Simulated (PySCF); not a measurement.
Correlation energy of Hg²⁺ (mercury, charge +2)

[Xe] 4f14 5d9 6p1, one real determinant (an excited configuration). Calculation: PySCF 2.14, in x2c-TZVPPall with one added diffuse shell each of s, p, d, f type (12s8p8d4f1g, 113 functions); the spin-free X2C one-electron Hamiltonian (Gaussian nucleus). Frozen: [Xe] 4f14; 10 electrons correlated.

MP2 pair energies summed by pair of shells (mhartree):

```csv
pair,energy,share (%)
5d-5d,-239.63,88.2
5d-6p,-32.16,11.8
```

Total MP2 correlation energy: -271.79 mhartree.

Same-spin part -98.65 and opposite-spin part -173.15 mhartree; SCS-MP2 scales them by 1/3 and 6/5 to -240.66 mhartree.

The reference is one real determinant that mixes LS terms of this configuration.
